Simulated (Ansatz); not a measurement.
Basis sets compared for Te₆Mo₃. Total charge 0; singlet. Geometry PBE-D4/def2-SVP. Ansatz on 2 threads of AMD EPYC 7R13 on a shared host and a share (18 GiB) of an NVIDIA H100 80GB HBM3; times are rough, and most runs start from earlier orbitals.

```csv
atom,x (Å),y (Å),z (Å)
Mo1,1.152,-0.384,0.295
Mo2,-0.764,-1.204,-0.728
Mo3,-0.804,1.455,-0.114
Te4,2.452,-2.137,1.807
Te5,0.524,1.412,2.148
Te6,0.684,0.457,-2.242
Te7,-2.971,-0.022,0.181
Te8,0.822,-3.303,-0.224
Te9,-1.095,3.726,-1.123
```

In the def2 sets Mo, Te take a core potential; there is no spin–orbit coupling. Single mean-field runs in def2-TZVP are fitted with def2-universal-jkfit. The restricted singlet is unstable towards broken spin symmetry in Hartree–Fock (as tested in another run); at PBE-D4/def2-SVP, PBE-D4/def2-TZVP, PBE0-D4/def2-SVP, PBE0-D4/def2-TZVP this wasn't settled.

Binding counts from free atoms (Mo septet, Te triplet) in the same basis, without a counterpoise term.

```tsv
level	functions	energy (Eh)	HOMO (eV)	LUMO (eV)	binding per atom (eV)	wall time
PBE-D4/def2-SVP	249	-1813.2349	-5.02	-4.21	3.48	14 s
PBE0-D4/def2-SVP	249	-1813.1405	-5.88	-3.76	2.96	31 s
```

(1) Estimate the rows for PBE-D4/def2-TZVP, PBE0-D4/def2-TZVP (with forces).

Answers

(1) 
```csv
level,functions,energy (Eh),HOMO (eV),LUMO (eV),binding per atom (eV),wall time
PBE-D4/def2-TZVP,420,-1813.3667,-5.05,-4.24,3.49,3.6 s
PBE0-D4/def2-TZVP (with forces),420,-1813.2691,-5.90,-3.76,2.99,5.5 s
```
